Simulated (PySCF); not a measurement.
A small calculation by hand: oscillator strength and radiative lifetime

CH₅InO₂, SMILES [CH3][In]([OH])[OH].

Coordinates come from a B3LYP-D3(BJ)/def2-SVP optimisation. The def2 effective core potentials stand for the cores of In; spin–orbit coupling is left out. The values are those of a single conformer.

TDA-ωB97X/def2-SVPD (PySCF) puts the first singlet state with f over 0.02 at 6.42 eV (vertical), with the transition dipole (0.239, 0.487, 0.409) in atomic units.

**Question.** Find the oscillator strength, the wavelength and the radiative lifetime that this transition would have in vacuum if emission retraced absorption.

**Answer.** 
|μ|² = 0.4616 au, so |μ| = 1.73 D. ΔE = 6.42/27.211 = 0.2359 hartree. f = (2/3) ΔE |μ|² = 0.073 (the program prints 0.073).
λ = 1239.84/6.42 = 193 nm; ν = 51781 cm⁻¹.
Einstein's coefficient A = 0.6670 ν² f s⁻¹ (ν in cm⁻¹) = 1.3e8 s⁻¹, so τ = 1/A = 7.7 ns. This state is S2; the lower singlet has f = 0.000. The figure is the radiative limit of this one transition; relaxation, internal conversion, crossing to triplets and a medium change what is measured.
